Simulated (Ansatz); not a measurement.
Reaction (ligand exchange at a Zn–C bond): `Cl[CH2][ZnH]` + `N=CO` → `O/C=[N]/[ZnH]` + `CCl`

Calculated with Ansatz (gas phase, PBE0-D4/def2-TZVP geometries, no zero-point term in ΔE). CBS: MP2 limit from def2 TZ/QZ plus the TZ coupled-cluster correction, frozen cores. This one scheme is used for every species. DFT in def2-TZVPP. For Zn outer-core shells are correlated without core-valence functions, which leaves a few kJ/mol of doubt a bond. Scalar relativity is left out up to krypton. Each species was taken in one conformer, which may not be the lowest.

`Cl[CH2][ZnH]`:

```xyz
6

Cl    1.218    0.625   -1.410
C     0.540    0.360    0.242
Zn   -1.091   -0.684   -0.028
H     1.314   -0.146    0.819
H     0.382    1.347    0.676
H    -2.362   -1.503   -0.299
```

`N=CO`:

Cartesian coordinates in Å:
```
N 0.379 0.056 -0.964
C -0.029 0.221 0.215
O -0.542 -0.779 0.937
H 0.735 0.921 -1.356
H -0.027 1.148 0.793
H -0.517 -1.567 0.375
```

`O/C=[N]/[ZnH]`:

```xyz
7

O     1.065    1.225   -1.289
C     0.718    0.273   -0.398
N    -0.450    0.108    0.012
Zn   -1.215   -1.055    1.179
H     0.247    1.698   -1.502
H     1.622   -0.288   -0.129
H    -1.986   -1.961    2.128
```

`CCl`:

Z-matrix (Å, degrees):
```
C
Cl 1 1.773
H 1 1.088 2 108.6
H 1 1.087 2 108.7 3 -120.0
H 1 1.088 2 108.7 3 120.0
```

```csv
level,ΔE (kcal/mol)
BLYP-D4,-12.1
PBE-QIDH,-12.0
```

**Question.** What does CCSD(T)/CBS give? (An estimate is asked.)

**Answer.** The calculation gave: -11.4 kcal/mol. The listed levels differ from it by -0.7, -0.6 kcal/mol.

Largest T1 diagnostic among the species: 0.017.

Leaving LDA and LC-ωPBE aside and taking each functional with its dispersion term where it has one, the values, not all of them listed here, spread over 1.9 kcal/mol, from B2PLYP to ωB97M-V. At CCSD(T), def2-SVP lies −0.8 kcal/mol from the extrapolated value and def2-TZVPP −0.5 kcal/mol.
